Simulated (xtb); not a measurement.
H3OSi, doublet, at a GFN2-xTB geometry; GFN2-xTB with ALPB(water) run with xtb.

The xtb input:
```
$ xtb mol.xyz --gfn 2 --chrg 0 --uhf 1 --alpb water --json

# file mol.xyz
5

O      1.10385028    -0.07317263    -0.13629678
Si    -0.40797618     0.05780856     0.04472453
H     -1.06470779     1.35524447    -0.10446649
H     -0.88650509    -0.59908882     1.32165800
H     -1.16792280    -0.98009444    -0.75296067
```

Output, abridged:

```
   ID    Z sym.   atoms
    1    8 O      1
    2   14 Si     2
    3    1 H      3-5

           -------------------------------------------------
          |                Calculation Setup                |
           -------------------------------------------------

           -------------------------------------------------
          |                 G F N 2 - x T B                 |
           -------------------------------------------------

      * Solvation model:               ALPB
        Solvent                        water
        Parameter file                 internal GFN2-xTB/ALPB
        Dielectric constant                8.0200E+01
        Reference state                gsolv [1 M gas/solution]
        Free energy shift                  1.0808E-03 Eh       6.7819E-01 kcal/mol
        Temperature                        2.9815E+02 K
        Density                            1.0000E+00 kg/L
        Solvent mass                       1.8000E+01 g/mol
        Interaction kernel             P16
        Born radius scaling (c1)           1.4744E+00
        Born radii integrator          GBOBC
        Born offset                        0.0000E+00 a0       0.0000E+00 AA
        H-bond correction              true
        Ion screening                  false
        Surface tension                    1.0000E-05 Eh       1.5569E+01 dyn/cm
        Grid points                               230 per atom

          ...................................................
          :                      SETUP                      :
          :.................................................:
          :  # basis functions                  17          :
          :  # atomic orbitals                  16          :
          :  # shells                            8          :
          :  # electrons                        13          :
          :  max. iterations                   250          :
          :  Hamiltonian                  GFN2-xTB          :
          :  restarted?                      false          :
          :  GBSA solvation                   true          :
          :  PC potential                    false          :
          :  electronic temp.          300.0000000     K    :
          :  accuracy                    1.0000000          :
          :  -> integral cutoff          0.2500000E+02      :
          :  -> integral neglect         0.1000000E-07      :
          :  -> SCF convergence          0.1000000E-05 Eh   :
          :  -> wf. convergence          0.1000000E-03 e    :
          :  Broyden damping             0.4000000          :
          :  net charge                          0          :
          :  unpaired electrons                  1          :
          ...................................................

 iter      E             dE          RMSdq      gap      omega  full diag
   1     -7.2563435 -0.725634E+01  0.910E+00    6.99       0.0  T
   2     -7.3261618 -0.698182E-01  0.624E+00    6.13       1.0  T
   3     -7.3327587 -0.659690E-02  0.406E+00    6.62       1.0  T
   4     -7.3179735  0.147851E-01  0.264E+00    6.23       1.0  T
   5     -7.3378101 -0.198366E-01  0.862E-01    6.65       1.0  T
   6     -7.3390291 -0.121897E-02  0.431E-01    6.63       1.0  T
   7     -7.3393731 -0.344022E-03  0.217E-01    6.62       1.0  T
   8     -7.3394741 -0.101015E-03  0.119E-01    6.58       1.0  T
   9     -7.3395038 -0.296293E-04  0.712E-02    6.61       1.0  T
  10     -7.3395221 -0.183726E-04  0.124E-03    6.60      36.0  T
  11     -7.3395221  0.524067E-07  0.402E-03    6.60      11.1  T
  12     -7.3395221 -0.531983E-07  0.399E-04    6.60     112.0  T
  13     -7.3395221 -0.478760E-09  0.148E-04    6.60     301.2  T

   *** convergence criteria satisfied after 13 iterations ***

         :::::::::::::::::::::::::::::::::::::::::::::::::::::
         ::                     SUMMARY                     ::
         :::::::::::::::::::::::::::::::::::::::::::::::::::::
         :: total energy              -7.287347168827 Eh    ::
         :: total w/o Gsasa/hb        -7.291575059344 Eh    ::
         :: gradient norm              0.008126144910 Eh/a0 ::
         :: HOMO-LUMO gap              6.598335970737 eV    ::
         ::.................................................::
         :: SCC energy                -7.339522054346 Eh    ::
         :: -> isotropic ES            0.048472024893 Eh    ::
         :: -> anisotropic ES          0.007198821383 Eh    ::
         :: -> anisotropic XC         -0.000388412624 Eh    ::
         :: -> dispersion             -0.001407840485 Eh    ::
         :: -> Gsolv                  -0.003619332122 Eh    ::
         ::    -> Gelec               -0.007847222638 Eh    ::
         ::    -> Gsasa                0.004711072186 Eh    ::
         ::    -> Ghb                 -0.001563941367 Eh    ::
         ::    -> Gshift               0.001080759698 Eh    ::
         :: repulsion energy           0.052174885518 Eh    ::
         :: add. restraining           0.000000000000 Eh    ::
         :: total charge              -0.000000000000 e     ::
         :::::::::::::::::::::::::::::::::::::::::::::::::::::

           -------------------------------------------------
          |                Property Printout                |
           -------------------------------------------------

    * Orbital Energies and Occupations

         #    Occupation            Energy/Eh            Energy/eV
      -------------------------------------------------------------
         1        2.0000           -0.7496366             -20.3986
         2        2.0000           -0.5993599             -16.3094
         3        2.0000           -0.4677564             -12.7283
         4        2.0000           -0.4633772             -12.6091
         5        2.0000           -0.4615476             -12.5593
         6        1.9968           -0.4200283             -11.4296
         7        1.0032           -0.4091432             -11.1334 (HOMO)
         8                         -0.1666588              -4.5350 (LUMO)
         9                         -0.1387215              -3.7748
        10                         -0.1282623              -3.4902
        11                         -0.0133314              -0.3628
        12                          0.0215928               0.5876
        13                          0.3845010              10.4628
        14                          0.5877673              15.9940
        15                          0.6979339              18.9917
        16                          0.8865436              24.1241
      -------------------------------------------------------------
                  HL-Gap            0.2424844 Eh            6.5983 eV
             Fermi-level           -0.3512434 Eh           -9.5578 eV

     #   Z          covCN         q      C6AA      α(0)
     1   8 O        0.771    -0.474    23.257     6.464
     2  14 Si       3.490     0.448   102.319    19.597
     3   1 H        0.919    -0.114     6.097     3.862
     4   1 H        0.900     0.070     2.088     2.261
     5   1 H        0.900     0.070     2.088     2.261

 Mol. C6AA /au·bohr⁶  :        401.664810
 Mol. C8AA /au·bohr⁸  :      15487.370123
 Mol. α(0) /au        :         34.444529

Wiberg/Mayer (AO) data.
largest (>0.10) Wiberg bond orders for each atom

 ---------------------------------------------------------------------------
     #   Z sym  total        # sym  WBO       # sym  WBO       # sym  WBO
 ---------------------------------------------------------------------------
     1   8 O    2.187 --     2 Si   1.931     4 H    0.110     5 H    0.110
     2  14 Si   4.188 --     1 O    1.931     3 H    0.887     5 H    0.685
                             4 H    0.685
     3   1 H    0.985 --     2 Si   0.887
     4   1 H    0.917 --     2 Si   0.685     1 O    0.110
     5   1 H    0.917 --     2 Si   0.685     1 O    0.110
 ---------------------------------------------------------------------------

Topologies differ in total number of bonds
Writing topology from bond orders to xtbtopo.mol

molecular dipole:
                 x           y           z       tot (Debye)
 q only:       -1.376      -0.388       0.258
   full:       -1.690      -0.290       0.283       4.418
molecular quadrupole (traceless):
                xx          xy          yy          xz          yz          zz
 q only:       -1.782       1.662       0.163       0.160       0.047       1.619
  q+dip:       -2.126       1.572       0.537       0.219      -0.015       1.589
   full:       -3.478       1.861       0.496       0.550       0.225       2.982

           -------------------------------------------------
          | TOTAL ENERGY               -7.287347168827 Eh   |
          | GRADIENT NORM               0.008126144910 Eh/α |
          | HOMO-LUMO GAP               6.598335970737 eV   |
           -------------------------------------------------

normal termination of xtb
```
